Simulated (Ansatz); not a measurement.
Input file for C3H6FIn (`C=C(F)[CH2][InH2]`):

```yaml
crystal:
  periodic: [false, false, false]
  atoms:
    - {symbol: C, position_ang: [0.342771, 1.710885, 1.021695]}
    - {symbol: C, position_ang: [0.333765, 0.409337, 0.779098]}
    - {symbol: F, position_ang: [1.479965, -0.292664, 0.996386]}
    - {symbol: C, position_ang: [-0.721953, -0.453795, 0.244129]}
    - {symbol: In, position_ang: [-0.017880, -1.351481, -1.624961]}
    - {symbol: H, position_ang: [1.240439, 2.205154, 1.366822]}
    - {symbol: H, position_ang: [-0.555378, 2.293233, 0.874634]}
    - {symbol: H, position_ang: [-0.942673, -1.274605, 0.931185]}
    - {symbol: H, position_ang: [-1.636622, 0.113831, 0.068884]}
    - {symbol: H, position_ang: [0.844470, -0.346157, -2.727289]}
    - {symbol: H, position_ang: [-0.366894, -3.013748, -1.930585]}
basis:
  gaussian: {orbitals: def2-TZVPP}
correlation: {method: ccsd_t}
output: {orbitals: {seedname: orbitals}}
```

```sh
$ ansatz run in.yaml --threads 4 --pin off --events-out ev --progress --plain --max-ram 10444MiB
```

Output of Ansatz, abridged:

```
Functional definition: HF
1730 factors; integrals over basis functions are off by at most 9.4e-4 eV
mean field evaluation 1: about -11037.9816 eV, gradient 3.6e1 eV
mean field evaluation 2: about -11038.1609 eV, gradient 3.6e1 eV
mean field evaluation 4: about -11041.7035 eV, gradient 3.4e0 eV
mean field evaluation 8: about -11041.7587 eV, gradient 3.2e-1 eV
mean field evaluation 16: about -11041.7593 eV, gradient 1.3e-6 eV
mean field -11041.75931796 eV, -405.7771705617 hartree, gradient 1.3e-6 eV, S^2 0.000000; 0 other end points of the search recorded, 0 dependent functions left out
8 core orbitals not correlated: weight in the atoms' cores, before any rotation towards them, 1.000 or more for the frozen orbitals, at most 0.000 for the correlated occupied ones
reference -11041.75931796 eV, -405.7771705617 hartree; 19, 19 occupied and 231, 231 virtual orbitals, 1730 factors
second order -28.19183457 eV of doubles, -0.00000000 eV of singles
cycle   1  -28.13392080 eV  change    5.8e-2 eV  update   1.2e-1
cycle   2  -28.83116821 eV  change   -7.0e-1 eV  update   3.6e-2
cycle   3  -28.97174799 eV  change   -1.4e-1 eV  update   1.9e-2
cycle   4  -28.96223761 eV  change    9.5e-3 eV  update   5.0e-3
cycle   5  -28.95850518 eV  change    3.7e-3 eV  update   1.9e-3
cycle   6  -28.95931792 eV  change   -8.1e-4 eV  update   6.0e-4
cycle   7  -28.95921746 eV  change    1.0e-4 eV  update   2.2e-4
cycle   8  -28.95913360 eV  change    8.4e-5 eV  update   8.6e-5
cycle   9  -28.95916939 eV  change   -3.6e-5 eV  update   3.8e-5
cycle  10  -28.95919325 eV  change   -2.4e-5 eV  update   1.3e-5
perturbative correction -1.07607164 eV, -0.0395449034 hartree
Total energy: -11071.79458285 eV, -406.8809461878 hartree
```

Hardware: 4 threads of an Arm Neoverse V2 on a shared host. Wall time 4.7 min, peak host memory 6.8 GiB.

Correlation energy per correlated electron: -0.790 eV. T1 diagnostic: 0.0130.
